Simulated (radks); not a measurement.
Values are calculated unless marked as measured or tabulated.
Numerical settings for neutral silicon, [Ne] 3s2 3p2. Level of theory: scalar-relativistic Kohn-Sham, LDA (Slater exchange, Perdew-Wang correlation), spin-polarised, spherical densities, point nucleus; open shells are filled with parallel spins first (a radial shooting solver on a logarithmic mesh with Libxc functionals). The defaults (mesh step 0.008 in ln r, mesh end at 40 bohr or more with all orbitals vanishing there, Anderson mixing 0.5 over 9 steps, residual threshold near 1e-9 with the energy settled to 1e-9 hartree or 1e-11 of itself, here a cap of 61 iterations) give E = -288.8457 hartree and 3p at -4.615 eV in 13 iterations. Run on one thread of a shared host, so times are rough (Intel(R) Xeon(R) 6975P-C): 0.09 s of CPU time, 0.09 s wall, 13 iterations on 2597 mesh points. Changes against that run (0 stands for a change within the tolerance of the run):

| setting | iterations | converged | E (mhartree) | e(3p) (meV) | CPU (s) |
|---|---|---|---|---|---|
| mesh step in ln r 0.003 | 13 | yes | 0 | 0 | 0.22 |
| mesh step in ln r 0.05 | 13 | yes | +0.000345 | 0 | 0.02 |
| mesh step in ln r 0.2 | 61 | no | -1.42e+06 | - | 0.11 |
| mesh end (bohr) 12 | 13 | yes | +0.023 | +2.75 | 0.09 |
| mesh end (bohr) 3 | 14 | level above zero | +1.38e+03 | +1.89e+04 | 0.07 |
| residual threshold 0.01 | 9 | yes | 0 | +0.0445 | 0.07 |
| residual threshold 0.1 | 9 | yes | 0 | +0.0445 | 0.07 |
| mixing 0.05 | 18 | yes | 0 | 0 | 0.11 |
| linear mixing, mixing 0.5 | 30 | yes | 0 | 0 | 0.17 |
| linear mixing, mixing 0.2 | 61 | no | 0 | -0.00457 | 0.31 |
| mixing history 20 | 18 | yes | 0 | 0 | 0.12 |
| iteration cap 8 | 8 | no | 0 | +0.0445 | 0.06 |

Settled on a wrong energy, with an occupied level pushed above zero by the early mesh end: mesh end (bohr) 3 (+1.38 hartree). Apart from these: no run marked as converged misses the energy by more than 1 mhartree. A mesh that ends early acts as a hard wall.
